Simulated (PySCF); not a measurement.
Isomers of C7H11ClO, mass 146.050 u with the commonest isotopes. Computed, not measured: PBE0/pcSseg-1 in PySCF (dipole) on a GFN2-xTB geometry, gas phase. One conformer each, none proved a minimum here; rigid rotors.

Question: Order these by rotational constant A, largest first.
A. `[CH3:1][CH2:2][C:3]([C:4](=[O:5])[Cl:6])=[C:7]([CH3:8])[CH3:9]` with C1–C2–C3–C4 81°, C2–C3–C4–O5 -172°
B. `[O:1]=[C:2]([Cl:3])[CH:4]1[CH2:5][CH2:6][CH2:7][CH2:8][CH2:9]1` with O1–C2–C4–C5 122°, C2–C4–C5–C6 -68°, C4–C5–C6–C7 -59°, C5–C6–C7–C8 59°, C6–C7–C8–C9 -57°
C. `[CH2:1]=[CH:2][O:3][CH2:4][C@H:5]([Cl:6])[C:7](=[CH2:8])[CH3:9]` with C1–C2–O3–C4 2°, C2–O3–C4–C5 179°, O3–C4–C5–Cl6 -75°, C4–C5–C7–C8 -124°

Answer: B (2433 MHz), C (2036 MHz), A (1819 MHz).

Question: Order these by rotational constant C, smallest first.
A. `[O:1]=[C:2]([Cl:3])[CH:4]1[CH2:5][CH2:6][CH2:7][CH2:8][CH2:9]1` with O1–C2–C4–C5 122°, C2–C4–C5–C6 -68°, C4–C5–C6–C7 -59°, C5–C6–C7–C8 59°, C6–C7–C8–C9 -57°
B. `[CH3:1][CH2:2][C:3]([C:4](=[O:5])[Cl:6])=[C:7]([CH3:8])[CH3:9]` with C1–C2–C3–C4 81°, C2–C3–C4–O5 -172°
C. `[CH2:1]=[CH:2][O:3][CH2:4][C@H:5]([Cl:6])[C:7](=[CH2:8])[CH3:9]` with C1–C2–O3–C4 2°, C2–O3–C4–C5 179°, O3–C4–C5–Cl6 -75°, C4–C5–C7–C8 -124°

Answer: C (666.6 MHz), B (739.0 MHz), A (862.3 MHz).

Question: Order these by rotational constant B, smallest first.
A. `[CH3:1][CH2:2][C:3]([C:4](=[O:5])[Cl:6])=[C:7]([CH3:8])[CH3:9]` with C1–C2–C3–C4 81°, C2–C3–C4–O5 -172°
B. `[CH2:1]=[CH:2][O:3][CH2:4][C@H:5]([Cl:6])[C:7](=[CH2:8])[CH3:9]` with C1–C2–O3–C4 2°, C2–O3–C4–C5 179°, O3–C4–C5–Cl6 -75°, C4–C5–C7–C8 -124°
C. `[O:1]=[C:2]([Cl:3])[CH:4]1[CH2:5][CH2:6][CH2:7][CH2:8][CH2:9]1` with O1–C2–C4–C5 122°, C2–C4–C5–C6 -68°, C4–C5–C6–C7 -59°, C5–C6–C7–C8 59°, C6–C7–C8–C9 -57°

Answer: B (773.7 MHz), C (997.7 MHz), A (1099 MHz).

```csv
SMILES,point group,Ia (u·Å²),Ib (u·Å²),Ic (u·Å²),κ,μa (D),μb (D),μc (D)
CCC(C(=O)Cl)=C(C)C,C1,277.80,460.03,683.89,-0.33,3.70,2.07,0.50
O=C(Cl)C1CCCCC1,C1,207.70,506.52,586.11,-0.83,2.22,1.20,1.65
C=COC[C@H](Cl)C(=C)C,C1,248.22,653.19,758.15,-0.84,0.16,2.36,0.11
```
